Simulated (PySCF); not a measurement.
Start geometry of `N#C[SiH2][TeH]` from a GFN2-xTB structure with every atom displaced at random (by about 0.01 Å) (Å):
```
atom  x, y, z in Å
N1    -0.4986    2.5106   -0.1650
C2    -0.5619    1.3889   -0.0972
Si3   -0.5663   -0.4708   -0.0007
Te4    1.7144   -1.3318   -0.6705
H5    -1.5290   -0.9386   -0.9757
H6    -0.9542   -0.7650    1.3774
H7     2.4296   -0.4225    0.4819
```

Q: What comes out of this run: PySCF, PBE0-D3(BJ)/def2-SVP geometry optimisation, gas phase, def2 core potentials past Kr?

A: 
```
atom  x, y, z in Å
N1    -0.2497    2.6197   -0.4250
C2    -0.3873    1.4772   -0.2767
Si3   -0.5668   -0.3558   -0.0403
Te4    1.5861   -1.5233   -0.4901
H5    -1.5493   -0.8444   -1.0441
H6    -1.0518   -0.5627    1.3502
H7     2.2578   -0.8402    0.8718
```

The energy falls by 12.7 kJ/mol over 8 energy and gradient evaluations, the largest force component goes from 0.0949 to 4.3e-04 Eh/bohr, and the atoms move by 0.117 Å rms after alignment. Among the bonds, Si3–Te4 and Si3–H5 change most and about equally (-0.038 to +0.039 Å). Bonds longer at the end by more than 0.005 Å: 4 of 6; shorter: 2. Among the angles that change most is C2–Si3–H6, from 104.5° to 106.7°. Among the dihedrals that turn most is H5–Si3–Te4–H7, from 172° to -174°. Rotational constants go from 8257, 1202, 1071 to 8617, 1185, 1065 MHz. The orientation of the end geometry is arbitrary; only internal coordinates are fixed.

The run used 87 basis functions and 59 SCF cycles in all. The run took 23 s on one thread, AMD EPYC 7R13 (x86_64), shared host with 192 logical CPUs at a one-minute load of 66, and the process peaked at 0.38 GiB of memory.

No PBE0-D3(BJ)/def2-SVP frequencies stand behind this structure, so it isn't proved a minimum. The numbers are those of one conformer.
